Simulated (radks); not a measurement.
Results of a calculation; reference values are marked as such.
All-electron atom: neutral gold in [Xe] 4f14 5d10 6s1 (the NIST ground configuration). Code: a radial shooting solver on a logarithmic mesh with Libxc functionals. Model: scalar-relativistic Kohn-Sham, LDA (Slater exchange, Perdew-Wang correlation), spin-polarised, spherical densities, finite nucleus; open shells are filled with parallel spins first (spin-orbit coupling, left out, can overturn this in heavy ions); Fermi nuclear charge, rms radius 5.4371 fm.

Normalised radial functions P(r) = r R(r), r in bohr:

```
   r/bohr * 4f up, o 5d up, + 6s down (the largest magnitude, 1.45, reaches the edge; | marks zero, & curves that meet)
 0.001675                             &+
 0.002306                             &+
 0.003176                             &+
 0.004373                             &+
 0.006071                             &+
 0.008361                             &+
  0.01151                             &+
  0.01586                             &
  0.02184                             &
  0.03031                            +*o
  0.04174                           + * o
  0.05749                           + |* o
  0.07917                             +  * o
   0.1099                             | +  o*
   0.1513                             | +o       *
   0.2084                            o+                 *
    0.287                       o  +  |                        *
   0.3953                      o    + |                          *
   0.5487                            o|  +                   *
   0.7556                             |     +  o     *
    1.041                             | +    *       o
    1.433                       +     |  *           o
    1.989                 +           |*         o
     2.74                 +           *      o
    3.773                     +       *  o
    5.195                         +   *o
    7.155                            +&
    9.932                             &
    13.68                             &
```

4f up: eigenvalue -81.569 eV, 0 radial nodes, <r> = 0.499 bohr, 90 % of the charge inside 0.801 bohr. 5d up: eigenvalue -7.216 eV, 2 radial nodes at r = 0.193, 0.560 bohr, <r> = 1.63 bohr, 90 % of the charge inside 2.60 bohr. 6s down (empty): eigenvalue -5.749 eV, 5 radial nodes at r = 0.0198, 0.0795, 0.205, 0.465, 1.11 bohr, <r> = 2.85 bohr, 90 % of the charge inside 4.31 bohr.
